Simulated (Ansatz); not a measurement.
`O[SiH2]B(F)Br`, relaxed with RKS PBE-D4/def2-SVP in Ansatz 0.2.0 from a rough embedded geometry. The force threshold is 0.03 eV/Å; the program also tests the step.

The species carries charge 0 and has multiplicity 1.

Start:

```xyz
8

O    -0.871    1.627    0.172
Si   -0.701    0.015   -0.320
B     1.167   -0.584   -0.165
F     1.793   -1.081   -1.321
Br    2.040   -0.619    1.614
H    -0.680    1.597    1.207
H    -1.594   -0.850    0.517
H    -1.154   -0.106   -1.703
```

Q: By how much does the energy fall, and how many steps does the optimiser take? (An estimate is asked.)

A: Computed: 43.75 kJ/mol, in 15 steps, 1 of them rejected.

Q: Which bonds change most? (Estimate.)

A: Ansatz gave: B3–F4 from 1.405 to 1.326 Å; O1–H6 from 1.053 to 0.976 Å; Si2–B3 from 1.968 to 2.036 Å; Si2–H8 from 1.460 to 1.503 Å.

Q: Give the relaxed structure. (Estimate.)

A: The calculation gave: 
```xyz
8

O    -0.998    1.407    0.549
Si   -0.805   -0.002   -0.354
B     1.116   -0.646   -0.152
F     1.707   -1.559   -0.910
Br    2.162    0.112    1.306
H    -0.315    1.505    1.239
H    -1.719   -1.115    0.107
H    -1.146    0.298   -1.786
```
